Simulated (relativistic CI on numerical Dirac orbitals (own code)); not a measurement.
## Pt+ (5d9) in a crystal field

Calculated by Dirac-Coulomb-Breit CI, separate exchange-only KLI orbitals for each configuration, a model potential for QED, valence Slater integrals scaled by 0.65, one configuration in a parametric crystal field (own radial code).

Field parameters in Wybourne normalisation: D3d B²₀ = −7Dσ, B⁴₀ = −14Dq − 21Dτ, B⁴₃ = −14√(10/7) Dq; Oh B⁴₀ = 21Dq, B⁴₄ = √(5/14) B⁴₀; Td as Oh with Dq negative (B⁴₀ = 21Dq, B⁴₄ = √(5/14) B⁴₀). The field is a parameter set, without covalency.

S is read from ⟨S²⟩ = S(S + 1).

Powder χT (cm³ K mol⁻¹) by Van Vleck's formula, with temperature-independent terms:

| Field | 2 K | 5 K | 10 K | 20 K | 50 K | 100 K | 200 K | 300 K |
| --- | --- | --- | --- | --- | --- | --- | --- | --- |
| D3d, 10Dq = 11500, Dσ = 570, Dτ = -100 cm⁻¹ | 0.4 | 0.403 | 0.408 | 0.419 | 0.451 | 0.503 | 0.605 | 0.688 |
| D3d, 10Dq = 16450, Dσ = -780, Dτ = -240 cm⁻¹ | 0.281 | 0.305 | 0.343 | 0.419 | 0.589 | 0.685 | 0.725 | 0.737 |
| D3d, 10Dq = 20300, Dσ = -540, Dτ = 460 cm⁻¹ | 0.279 | 0.281 | 0.285 | 0.293 | 0.316 | 0.356 | 0.432 | 0.499 |
| D3d, 10Dq = 21300, Dσ = 300, Dτ = -450 cm⁻¹ | 0.297 | 0.3 | 0.304 | 0.313 | 0.338 | 0.381 | 0.464 | 0.534 |
| Oh, 10Dq = 15800 cm⁻¹ | 0.708 | 0.708 | 0.708 | 0.709 | 0.711 | 0.714 | 0.72 | 0.726 |
| Oh, 10Dq = 26100 cm⁻¹ | 0.592 | 0.592 | 0.593 | 0.593 | 0.594 | 0.596 | 0.6 | 0.604 |
| Oh, 10Dq = 29750 cm⁻¹ | 0.568 | 0.568 | 0.568 | 0.568 | 0.569 | 0.571 | 0.574 | 0.578 |
| Td, 10Dq = -3500 cm⁻¹ | 0.377 | 0.38 | 0.385 | 0.395 | 0.425 | 0.474 | 0.572 | 0.67 |

For D3d, 10Dq = 16450, Dσ = -780, Dτ = -240 cm⁻¹: what effective moment follows at 300 K?

μ_eff = √(8χT) = 2.43 μB. The ground level has S = 0.50; the spin-only moment for S = 1/2 is 1.73 μB. The difference comes from the orbital moment, spin-orbit mixing of terms and temperature-independent paramagnetism, all larger in this ionic model than in covalent complexes.
